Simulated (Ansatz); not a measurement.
Geometry optimisation, RKS revPBE/cc-pVDZ (Ansatz 0.2.0).

Input file:

```yaml
crystal:
  periodic: [false, false, false]
  atoms:
    - { symbol: Al, position_ang: [0.0, 0.0, 0.0] }
    - { symbol: F, position_ang: [0.0, 0.0, 2.04] }
    - { symbol: O, position_ang: [1.5415, 0.0, -0.89] }
    - { symbol: Si, position_ang: [2.3874, -1.376, -1.352] }
    - { symbol: H, position_ang: [1.4599, -2.3514, -1.9176] }
    - { symbol: H, position_ang: [3.3882, -1.0195, -2.3535] }
    - { symbol: H, position_ang: [3.0504, -1.9546, -0.187] }
    - { symbol: H, position_ang: [-1.351, 0.0, -0.78] }
    - { symbol: S, position_ang: [0.1147, 2.4267, 0.8072] }
    - { symbol: H, position_ang: [0.6673, 2.4659, 2.093] }
    - { symbol: H, position_ang: [0.0567, 1.1995, 1.9334] }
basis:
  gaussian: { orbitals: cc-pVDZ }
hamiltonian:
  xc: revpbe
relax:
  f_tol: 0.15
  max_steps: 25
  restrain:
    - { distance: [0, 8], at: 3.46, k: 30.0 }
    - { distance: [10, 1], at: 2.12, k: 30.0 }
    - { distance: [0, 1], at: 1.69, k: 30.0 }
    - { distance: [10, 8], at: 1.4, k: 30.0 }
```

Command:

```bash
$ ansatz run input.yaml --threads 4 --pin off --max-ram 5120MiB --backend cpu --events-out ev --progress --plain --runs-dir out
```

Question: Where does it end, and by what steps?

Answer: The run converged. The restraints hold the end off the free minimum; the threshold counts their pulls, which the force column leaves out. Restrained pairs: Al1–S9 (2.56 → 3.45 Å), F2–H11 (1.21 → 2.12 Å), Al1–F2 (2.04 → 1.71 Å), S9–H11 (1.67 → 1.39 Å). After 16 steps the energy has fallen by 1.728 eV (the restraints' own energy left out); H10 moved furthest, 1.13 Å.

| step | energy less start (eV) | largest force component (eV/Å) | accepted |
| --- | --- | --- | --- |
| 0 | 0.0000 | 2.195 | yes |
| 1 | 0.1165 | 2.073 | yes |
| 2 | -0.0103 | 1.859 | yes |
| 3 | -0.5668 | 1.667 | yes |
| 4 | -1.1649 | 1.316 | yes |
| 5 | -1.5118 | 0.901 | yes |
| 6 | -1.6000 | 0.740 | yes |
| 7 | -1.6777 | 0.565 | yes |
| 8 | -1.6945 | 0.523 | yes |
| 9 | -1.7032 | 0.519 | no |
| 10 | -1.7002 | 0.489 | yes |
| 11 | -1.7043 | 0.511 | yes |
| 12 | -1.7067 | 0.521 | yes |
| 13 | -1.7114 | 0.507 | yes |
| 14 | -1.7159 | 0.560 | yes |
| 15 | -1.7199 | 0.543 | yes |
| 16 | -1.7280 | 0.494 | yes |

```xyz
11
Properties=species:S:1:pos:R:3
Al -0.468 -0.223 -0.103
F -0.517 -0.402 1.595
O 0.962 -0.694 -0.962
Si 2.471 -1.404 -1.260
H 2.265 -2.750 -1.915
H 3.255 -0.508 -2.188
H 3.252 -1.594 0.022
H -1.795 0.173 -0.873
S 0.303 2.760 1.453
H 1.630 2.434 1.494
H -0.044 1.599 2.131
```

Run time: 38 s on 4 threads of AMD EPYC 7R43 64-Core Processor (Zen 3), with other jobs on the host, peak memory 0.2 GiB.
